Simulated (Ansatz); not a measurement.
Bond stretch in H₂ (cation, charge +1), doublet.

Calculation: unrestricted PBE/aug-cc-pVTZ in Ansatz (a first-principles code).

The batch members p0 to p7 hold the bond at 0.82, 0.89, 0.94, 0.98, 1.02, 1.06, 1.10, 1.13 Å.

Ansatz input:

Ansatz 0.2 input:
```yaml
# input.yaml
basis:
  gaussian: { orbitals: aug-cc-pvtz }
hamiltonian:
  xc: pbe
batch:
  members: [p0.yaml, p1.yaml, p2.yaml, p3.yaml, p4.yaml, p5.yaml, p6.yaml, p7.yaml]

# p4.yaml, one of the 8 members of this batch
crystal:
  periodic: [false, false, false]
  atoms:
    - { symbol: H, position_ang: [0.0, 0.0, 0.0] }
    - { symbol: H, position_ang: [0.0, 0.0, 1.02] }
total_charge: 1
magnetization:
  spin_polarized: true
  initial_magnetization: 1
```

Lines of the output on each member:

```
Member 0: Total energy: -16.00460354 eV, -0.5881583320 hartree
Member 1: Total energy: -16.28474753 eV, -0.5984534337 hartree
Member 2: Total energy: -16.41592596 eV, -0.6032741521 hartree
Member 3: Total energy: -16.48914816 eV, -0.6059650182 hartree
Member 4: Total energy: -16.53954662 eV, -0.6078171273 hartree
Member 5: Total energy: -16.57114250 eV, -0.6089782544 hartree
Member 6: Total energy: -16.58725711 eV, -0.6095704555 hartree
Member 7: Total energy: -16.59086137 eV, -0.6097029095 hartree
```
